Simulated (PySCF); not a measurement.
Nonlinear optical response: `InChI=1S/C6H3BrFN/c7-5-2-1-4(5)6(8)3-9/h2H,1H2/b6-4-`

Cartesian coordinates in Å; atom numbers follow the order of the lines, from 1:
```xyz
12

N     3.1276   -1.1938   -0.9078
C     2.3567   -0.3829   -0.6623
C     1.3835    0.5988   -0.3547
F     1.7987    1.8766   -0.4147
C     0.1294    0.2788   -0.0265
C    -0.6132   -1.0418    0.1219
C    -1.8027   -0.1752    0.4839
C    -1.1016    0.9653    0.3392
Br   -1.5099    2.7853    0.5263
H    -0.7110   -1.6162   -0.7983
H    -0.2424   -1.6871    0.9171
H    -2.8137   -0.4088    0.7498
```

Method: quadratic response BHandHLYP/def2-SVPD first hyperpolarisability, Taylor convention, gas phase in PySCF 2.14.0. Geometry: GFN2-xTB.

The calculation is non-relativistic, which matters for the atoms heavier than Zn.

Task: Give β for the processes computed.

Result: In 10⁻³⁰ esu, Taylor convention; the vector part is βᵢ = ⅓ Σⱼ (βᵢⱼⱼ + βⱼᵢⱼ + βⱼⱼᵢ); β∥ is 3/5 of the vector part along the dipole, the dipole points from − to +:
| process | λ (nm) | β vector norm | β∥ | β HRS | depolarisation ratio |
| --- | --- | --- | --- | --- | --- |
| static β(0;0,0) | ∞ | 1.61 | -0.97 | 0.69 | 4.52 |
| second harmonic β(−2ω;ω,ω) | 1907 | 1.68 | -1.01 | 0.72 | 4.38 |
| Pockels β(−ω;ω,0) | 1907 | 1.64 | -0.98 | – | – |
| second harmonic β(−2ω;ω,ω) | 1064 | 1.86 | -1.11 | 0.82 | 4.01 |
| Pockels β(−ω;ω,0) | 1064 | 1.69 | -1.01 | – | – |

Task: Which lowest excitations, dipole and polarisabilities go with it?

Result: S1 5.12 eV (f = 0.383); S2 5.88 eV (f = 0.001); S3 6.07 eV (f = 0.226); dipole 4.32 D; isotropic α 98.2 au static, 98.6 au at 1907 nm, 99.6 au at 1064 nm, 100.0 au at 953.5 nm, 104.5 au at 532 nm.
